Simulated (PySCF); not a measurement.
Numbering as in the mapped SMILES `[NH2:1][C:2](=[O:3])[CH2:4][CH2:5]/[CH:6]=[CH:7]/[Cl:8]`; H(Xn) means a hydrogen on atom n. Ha(N1) is cis to the C=O or C=S heteroatom; Hb(N1) is trans to the C=O or C=S heteroatom.

Geometry: GFN2-xTB; GIAO shifts from PySCF, gas phase, non-relativistic, averaged over equivalent atoms.

At mPW1PW91/pcSseg-1 (183 basis functions, 46 s wall time on 1 thread of an Arm Neoverse N1, shared host):
```csv
atoms,δ (ppm)
N1,117.2
C2,171.5
C6,137.9
C7,136.9
C4,36.2
C5,28.3
O3,412.2
H(C7),6.46
H(C6),5.83
Hb(N1),4.74
Ha(N1),4.60
H(C5),2.45
H(C4),1.99
```

δ = σ(ref) − σ, references computed at the same level: NH3 for 15N (σref 266.26); 13C (σref 186.06) and 1H (σref 31.77) against TMS; 17O (σref 334.86) vs H2O.

Problem. Predict the values at WP04/pcSseg-1 on the same geometry.

Solution. 
```
 atoms  δ at WP04/pcSseg-1  change
    N1               112.6    -4.6
    C2               172.9    +1.4
    C6               137.2    -0.7
    C7               138.2    +1.3
    C4                38.0    +1.8
    C5                30.5    +2.2
    O3               399.3   -12.9
 H(C7)                6.28   -0.18
 H(C6)                5.55   -0.28
Hb(N1)                4.83   +0.09
Ha(N1)                4.70   +0.10
 H(C5)                2.42   -0.03
 H(C4)                1.97   -0.02
```

References, each an isolated molecule treated in the same way: 15N (σref 249.21) against NH3; 13C (σref 175.10) and 1H (σref 32.00) against TMS; H2O for 17O (σref 319.30).

The largest change is at O3 (amide-type carbonyl oxygen). Cost: 183 basis functions, 42 s wall time on 1 thread of an Arm Neoverse N1, shared host. The order of the carbon signals changes between the two levels.

Carbons that carry Cl, above all several Cl atoms, come out too deshielded, partly because spin–orbit coupling is missing. Hydrogen bonding in solution deshields acid and N–H amide carbonyl carbons by as much as 10 ppm beyond these values. Unscaled 17O shifts of doubly bonded oxygen tend to come out too high, by tens of ppm or more. Experimental scales use liquid or dissolved standards, which lie at an offset from isolated NH3 (liquid NH3: subtract about 20 ppm) and H2O (liquid H2O: subtract about 36 ppm).
